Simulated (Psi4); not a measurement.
F2OS, charge +1, doublet, at a GFN2-xTB geometry (a state made from the parent by changing its charge; the spin is typed, not shown lowest). Base run: BLYP/STO-3G (Psi4).

Psi4 was given this input:
```
memory 2 GB

molecule mol {
1 2
  O     1.412777   -0.152744   -0.328451
  S     0.175328   -0.006149    0.328915
  F    -0.664628    1.263810   -0.187633
  F    -0.902868   -1.117107   -0.105148
}

set basis sto-3g
set reference uks

energy('blyp')
print_variables()
```

Each row names what was changed in the base input (with any setting that the change needs).

```tsv
change	ΔE vs base (µEh)	SCF cycles	grid points	basis functions
base	0.0	11	83524	24
scf_type = dfdirj+link	0.0	11	83524	24
guess = sadno	0.0	12	83524	24
dft_nuclear_scheme = stratmann	-43.5	11	78693	24
diis_max_vecs = 15	0.0	11	83524	24
e_convergence = 1e-8	0.0	11	83524	24
dft_spherical_points = 110	624	11	30527	24
dft_radial_points = 50	126	11	56656	24
dft_spherical_points = 194	-127	11	53798	24
df_basis_scf = cc-pvqz-jkfit	1600	11	83524	24
df_basis_scf = def2-universal-jkfit	0.0	11	83524	24
cholesky_tolerance = 1e-3 (with scf_type cd)	532	11	83524	24
dft_radial_points = 150	-1.0	11	166656	24
```

Open shells are given as the SCF converged; they aren't shown to be the lowest states, and a large step between rows can be another state.
